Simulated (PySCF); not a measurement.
Geometry:
```
atom   x (Å)   y (Å)   z (Å)
  C1   1.254   0.296  -1.006
  N2   0.407   0.102  -0.258
  B3  -0.755  -0.196   0.822
  F4  -1.872   0.478   0.376
  H5   2.054   0.477  -1.710
  H6  -0.244   0.240   1.849
  H7  -0.818  -1.421   0.775
```

Geometry: PBE0-D3(BJ)/def2-SVP; GIAO shifts from PySCF, gas phase, non-relativistic, averaged over equivalent atoms.

At PBE0/def2-SVP (71 basis functions, 3.8 s wall time on 1 thread of an Arm Neoverse V1, shared host):
```tsv
atoms	δ (ppm)
C1	103.4
N2	230.1
B3	-5.4
F4	-210.8
H5	4.32
H6/H7	3.63
```

Referencing at the same level of theory: ¹³C (193.72 ppm), ¹H (31.34 ppm) vs TMS; ¹⁵N (269.84 ppm) against NH3; BF3·OEt2 for ¹¹B (110.67 ppm); CFCl3 for ¹⁹F (214.64 ppm).

Problem. Predict the values at PBE0/aug-cc-pVDZ on the same geometry.

Solution. 
```tsv
atoms	δ at PBE0/aug-cc-pVDZ	change
C1	108.8	+5.4
N2	230.1	+0.0
B3	-4.7	+0.7
F4	-227.2	-16.4
H5	4.75	+0.43
H6/H7	3.97	+0.34
```

Referencing at the same level of theory: TMS for ¹³C (σref 195.12), ¹H (σref 31.39); ¹⁵N (σref 269.84) vs NH3; ¹¹B (σref 110.17) against BF3·OEt2; ¹⁹F (σref 194.15) against CFCl3.

The largest change is at F4 (fluorine bonded to B). Cost: 119 basis functions, 6.4 s wall time on 1 thread of an Arm Neoverse V1, shared host.

Unscaled 19F shifts against computed CFCl3 carry errors that often reach 10 to 50 ppm. Experimental scales use liquid or dissolved standards, which lie at an offset from isolated NH3 (liquid NH3: subtract about 20 ppm). Unscaled 15N shifts of sp2 nitrogen often come out too high even then, by a few to some tens of ppm.
